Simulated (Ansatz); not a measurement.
Computed with Ansatz on PBE0-D4/def2-TZVP structures; ΔE is electronic, products minus reactants. CCSD(T)/CBS adds triple-zeta CCSD(T) − MP2 to the extrapolated MP2 energy (def2 sets, frozen cores). This one scheme is used for every species. DFT in def2-TZVPP. For Se outer-core shells are correlated without core-valence functions, which leaves a few kJ/mol of doubt a bond. Scalar relativity is left out up to krypton. Each species was taken in one conformer, which may not be the lowest.

`C=C([SeH])[SiH2]F` + H–F → `C=C(F)[SeH]` + `F[SiH3]`  (substitution at a C–Si bond)

(1) Is it downhill or uphill in electronic energy at CCSD(T)/CBS, and by how much? (An estimate is asked.)

(2) What do these levels give: PBE-D4, PBE0-D4, B2PLYP, PBE, r2SCAN, SCS-MP2/def2-TZVPP, CCSD/def2-TZVPP, HF/def2-QZVPP, MP2/def2-QZVPP, SCS-MP2/def2-QZVPP, HF/CBS(def2), MP2/CBS(def2)? (Best estimate.)

Largest T1 diagnostic among the species: 0.011.

## Answers

(1) Computed: Uphill: ΔE = +99.0 kJ/mol.

(2) Ansatz gave: PBE-D4 81.2, PBE0-D4 86.7, B2PLYP 81.1, PBE 73.2, r2SCAN 77.8, SCS-MP2/def2-TZVPP 93.0, CCSD/def2-TZVPP 90.2, HF/def2-QZVPP 68.7, MP2/def2-QZVPP 107.9, SCS-MP2/def2-QZVPP 96.9, HF/CBS(def2) 68.7, MP2/CBS(def2) 110.7 kJ/mol.

The D4 term adds +13.0 kJ/mol with B3LYP and +7.1 kJ/mol with PBE0; it sums over pairs of atoms, weighted by their polarisabilities, and B3LYP, whose exchange is more repulsive, gets the larger term. From PBE to PBE0 (25 % exact exchange), in def2-TZVPP and without D4, ΔE moves by +6.4 kJ/mol.

B3LYP here is the variant with VWN-RPA as its local correlation; programs differ in this.
